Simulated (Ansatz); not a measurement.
Basis-set series for Cl₂Ge₂H₄, SMILES `[Cl][GeH]([Cl])[GeH3]`. The species carries charge 0 and has multiplicity 1. The geometry is a stationary point of PBE0-D4/def2-TZVP.

```csv
functional,basis,functions,energy (Eh),HOMO (eV),LUMO (eV)
PBE0-D4,def2-SVP,120,-5075.26827,-8.14,-0.64
PBE0-D4,def2-TZVPP,236,-5076.11270,-8.25,-0.91
ωB97M-V,def2-SVP,120,-5075.80388,-10.13,1.39
ωB97M-V,def2-TZVPP,236,-5076.64397,-10.28,1.00
```

(1) Give the rows for def2-QZVPP. (An estimate is asked.)

Results:

(1) Ansatz gave: 
```
functional       basis  functions  energy (Eh)  HOMO (eV)  LUMO (eV)
   PBE0-D4  def2-QZVPP        438  -5076.22971      -8.26      -1.02
   ωB97M-V  def2-QZVPP        438  -5076.75773     -10.31       0.74
```

Positive LUMOs are unbound and depend on the basis. Scalar relativity is left out up to krypton.
